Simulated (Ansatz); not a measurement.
Geometry optimisation, RKS PBE/def2-SVP in Ansatz 0.2.0.

The input (input.yaml):

```yaml
crystal:
  periodic: [false, false, false]
  atoms:
    - { symbol: Ti, position_ang: [0.0, 0.0, 0.0] }
    - { symbol: F, position_ang: [0.0, 0.0, 2.18] }
    - { symbol: O, position_ang: [1.8106, 0.0, -0.6394] }
    - { symbol: H, position_ang: [2.1269, -0.9521, -0.756] }
    - { symbol: O, position_ang: [-0.9043, 1.5667, -0.6394] }
    - { symbol: H, position_ang: [-1.8621, 1.336, -0.8617] }
    - { symbol: O, position_ang: [-0.9043, -1.5667, -0.6394] }
    - { symbol: H, position_ang: [-1.359, -2.0324, 0.133] }
    - { symbol: P, position_ang: [1.4265, 2.1513, 0.8577] }
    - { symbol: H, position_ang: [2.5188, 1.7101, 1.6506] }
    - { symbol: H, position_ang: [1.9168, 2.8723, -0.2631] }
    - { symbol: H, position_ang: [0.6906, 1.0414, 2.0441] }
basis:
  gaussian: { orbitals: def2-SVP }
hamiltonian:
  xc: pbe
relax:
  f_tol: 0.15
  max_steps: 25
  restrain:
    - { distance: [0, 8], at: 2.42, k: 30.0 }
    - { distance: [11, 1], at: 0.92, k: 30.0 }
    - { distance: [0, 1], at: 3.03, k: 30.0 }
    - { distance: [11, 8], at: 2.62, k: 30.0 }
output:
  orbitals: {}
```

Command:

```bash
$ ansatz run input.yaml --threads 4 --pin off --max-ram 5120MiB --backend cpu --events-out ev --progress --plain --runs-dir out
```

Q: Where does it end, and by what steps?

A: The run converged. The restraints hold the end off the free minimum; the threshold counts their pulls, which the force column leaves out. Restrained pairs: Ti1–P9 (2.72 → 2.44 Å), F2–H12 (1.26 → 0.94 Å), Ti1–F2 (2.18 → 3.03 Å), P9–H12 (1.78 → 2.61 Å). After 22 steps the energy has fallen by 3.091 eV (the restraints' own energy left out); H11 moved furthest, 2.07 Å.

| step | energy less start (eV) | largest force component (eV/Å) | accepted |
| --- | --- | --- | --- |
| 0 | 0.0000 | 2.613 | yes |
| 1 | -0.1882 | 4.279 | yes |
| 2 | -0.1155 | 4.959 | yes |
| 3 | -0.3843 | 3.901 | yes |
| 4 | -1.2862 | 2.184 | yes |
| 5 | -1.8839 | 1.082 | yes |
| 6 | -2.1979 | 0.813 | yes |
| 7 | -2.3858 | 0.742 | yes |
| 8 | -2.5228 | 0.608 | yes |
| 9 | -2.5805 | 1.478 | yes |
| 10 | -2.6581 | 0.781 | yes |
| 11 | -2.6997 | 0.844 | yes |
| 12 | -2.7311 | 1.132 | yes |
| 13 | -2.7876 | 0.873 | yes |
| 14 | -2.8189 | 0.875 | yes |
| 15 | -2.8488 | 0.776 | yes |
| 16 | -2.8734 | 0.738 | yes |
| 17 | -2.9110 | 0.626 | yes |
| 18 | -2.9404 | 0.937 | yes |
| 19 | -2.9717 | 0.719 | yes |
| 20 | -3.0087 | 0.631 | yes |
| 21 | -3.0644 | 0.653 | yes |
| 22 | -3.0906 | 0.720 | yes |

```xyz
12
Properties=species:S:1:pos:R:3
Ti 0.198 0.411 -0.461
F 0.737 -1.260 2.014
O 1.521 -0.769 -0.738
H 1.730 -1.438 -0.054
O -0.177 1.319 -1.965
H -1.034 1.753 -2.132
O -1.269 -0.140 0.410
H -1.127 -0.721 1.187
P 1.235 1.915 1.157
H 2.246 2.437 0.279
H 0.348 3.044 1.069
H 1.053 -0.425 2.300
```

Time of the run: 50 s on 4 threads of Arm Neoverse V2 (shared host), peak memory 0.21 GiB.
